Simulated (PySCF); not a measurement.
# Deuteron quadrupole couplings in `ClCC1=CC[SiH2]1`

Compound: C4H7ClSi.
Numbering: `[Cl:1][CH2:2][C:3]1=[CH:4][CH2:5][SiH2:6]1` (hydrogens: H7, H8 on C2; H9 on C4; H10, H11 on C5; H12, H13 on Si6)

Geometry (GFN2-xTB, Å), atoms numbered from 1 in this order:
```xyz
13
C4H7ClSi angstrom
Cl     2.7783    0.8910   -0.8447
C      1.9351   -0.1405    0.3631
C      0.4742   -0.0888    0.1327
C     -0.3585   -1.0884   -0.1798
C     -1.7152   -0.4510   -0.3113
Si    -0.8771    1.2429    0.0858
H      2.2080    0.2647    1.3386
H      2.3358   -1.1493    0.2478
H     -0.1440   -2.1395   -0.3097
H     -2.1444   -0.5733   -1.3047
H     -2.4400   -0.8369    0.4042
H     -0.8325    2.2102   -1.0048
H     -1.2239    1.8591    1.3649
```

Level: PBE0/pcSseg-1 (PySCF, non-relativistic); Q(2H) = 0.00286 b; rigid geometry, the same for H and D, with no vibrational averaging.

Question: Rank these positions by the coupling χzz of a deuteron there, largest first.
A. H11 (methylene hydrogen)
B. H13 (Si–H hydrogen)
C. H7 (methylene hydrogen)
D. H9 (vinylic hydrogen)

Answer: D (222 kHz), A (214 kHz), C (201 kHz), B (110 kHz).

Question: Tabulate Vzz, the asymmetry η and χzz = 234.96 MHz × Q × Vzz for every hydrogen position.

Answer: 
| atom | bonded to | bond length (Å) | Vzz (au) | η | χzz (kHz) |
| --- | --- | --- | --- | --- | --- |
| H7 | C2 | 1.091 | 0.2991 | 0.04 | 201 |
| H8 | C2 | 1.092 | 0.2983 | 0.05 | 200 |
| H9 | C4 | 1.081 | 0.3301 | 0.03 | 222 |
| H10 | C5 | 1.089 | 0.3187 | 0.03 | 214 |
| H11 | C5 | 1.089 | 0.3190 | 0.03 | 214 |
| H12 | Si6 | 1.458 | 0.1658 | 0.01 | 111 |
| H13 | Si6 | 1.462 | 0.1638 | 0.01 | 110 |

Question: Average by the element that carries the hydrogen.

Answer: on C: 210 kHz over 5 positions, mean bond length 1.088 Å; on Si: 111 kHz over 2 positions, mean bond length 1.460 Å.

Question: A static deuteron (I = 1) shows a doublet split by (3/2)χ, (3/4)χ(1 + η) and (3/4)χ(1 − η) with the field along z, y and x of the gradient. What are these for H13?

Answer: With |χ| = 110.1 kHz and η = 0.006: 165, 83 and 82 kHz, to first order and without motion.

The structure is a single GFN2-xTB conformer in the gas phase; no vibrational or solvent corrections. GFN2-xTB bond lengths can be off by several hundredths of an ångström, more for odd bonds, and the gradients follow them. With a basis this small, the couplings can be 20 % off.
